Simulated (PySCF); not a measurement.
A TDDFT job was run through a driver script with this input:

```
{"job": {"kind": "uv", "xc": "wB97X-D", "basis": "def2-SVPD", "nstates": 8, "ntriplets": 3}, "charge": 0, "multiplicity": 1}
C     -1.814305    -1.393733    -0.719581
N     -0.475836    -1.323039    -0.166928
Ge     0.513653     0.229601    -0.351721
Si     2.619457    -0.347492     0.525837
Si    -0.741390     2.159865     0.229505
H     -2.558100    -0.819558    -0.151227
H     -1.782933    -0.997181    -1.734160
H     -2.146521    -2.433425    -0.766442
H     -0.469390    -1.716000     0.766164
H      0.609105     0.247790    -1.887980
H      3.581292     0.729474     0.276677
H      2.544935    -0.528131     1.980445
H      3.162137    -1.579037    -0.045182
H     -1.042797     2.168621     1.665789
H      0.012123     3.376673    -0.070487
H     -2.019029     2.234518    -0.484974
```

Computed with TDDFT wB97X-D/def2-SVPD, vertical, gas phase, core orbitals frozen in the response (PySCF). Job line and output are in the format of a driver script around the code.

Problem. What does the script print for it?

Solution. 
```
coarse grid: 57736 points
cycle   1  E = -2754.9273912357  dE = -6.006e-01  |g| = 4.867e-01  |ddm| = 4.571e+00
cycle   2  E = -2754.9304474501  dE = -3.056e-03  |g| = 5.186e-01  |ddm| = 1.596e+00
cycle   3  E = -2754.9758610501  dE = -4.541e-02  |g| = 4.427e-02  |ddm| = 6.710e-01
cycle   4  E = -2754.9763932648  dE = -5.322e-04  |g| = 2.574e-02  |ddm| = 1.555e-01
cycle   5  E = -2754.9765281892  dE = -1.349e-04  |g| = 5.504e-03  |ddm| = 5.647e-02
cycle   6  E = -2754.9765368484  dE = -8.659e-06  |g| = 9.388e-04  |ddm| = 2.963e-02
final grid: 118184 points
cycle   7  E = -2754.9761902732  dE = -2.024e-06  |g| = 7.818e-04  |ddm| = 1.531e-02
cycle   8  E = -2754.9761904200  dE = -1.468e-07  |g| = 6.145e-04  |ddm| = 5.078e-03
cycle   9  E = -2754.9761904771  dE = -5.708e-08  |g| = 1.223e-04  |ddm| = 7.740e-04
cycle  10  E = -2754.9761904853  dE = -8.153e-09  |g| = 6.431e-05  |ddm| = 9.961e-04
cycle  11  E = -2754.9761904869  dE = -1.606e-09  |g| = 1.802e-05  |ddm| = 3.359e-04
cycle  12  E = -2754.9761904870  dE = -1.387e-10  |g| = 5.727e-06  |ddm| = 1.138e-04
converged SCF energy = -2754.9761904870

Static polarisability (au): isotropic 113.881, principal 93.752 114.066 133.826

Singlet excitations
state   eV       nm        f      main configurations
  1   5.0882    243.7   0.01139   H->L 0.61, H->L+1 0.35
  2   5.6208    220.6   0.05951   H->L+1 0.59, H->L 0.32
  3   6.3268    196.0   0.04187   H->L+2 0.88
  4   6.5300    189.9   0.00716   H->L+5 0.45, H->L+3 0.45
  5   6.6959    185.2   0.05799   H->L+4 0.48, H->L+6 0.16, H->L+3 0.11
  6   6.8365    181.4   0.01120   H->L+5 0.38, H->L+3 0.23, H->L+4 0.11
  7   6.9665    178.0   0.16546   H-1->L 0.67, H-1->L+1 0.13
  8   7.2176    171.8   0.01163   H-2->L 0.35, H->L+6 0.27, H->L+4 0.11

Triplet excitations (Tamm-Dancoff, eV): 4.7642 5.1916 6.0390
```

Geometry: GFN2-xTB, one conformer, isolated molecule. The wB97X-D/def2-SVPD calculation is non-relativistic and has no spin–orbit coupling, an omission that weighs most on germanium.

The SCF starts on a coarse grid; the energy jumps when the final grid takes over, and dE counts afresh there. H and L stand for HOMO and LUMO.

Shape of the structure used: `[CH3:1][NH:2][GeH:3]([SiH3:4])[SiH3:5]`: C1–N2–Ge3–Si4 -174°.

The pairwise dispersion term of wB97X-D wasn't added to the energies; at a given geometry it leaves orbitals and properties as they are.
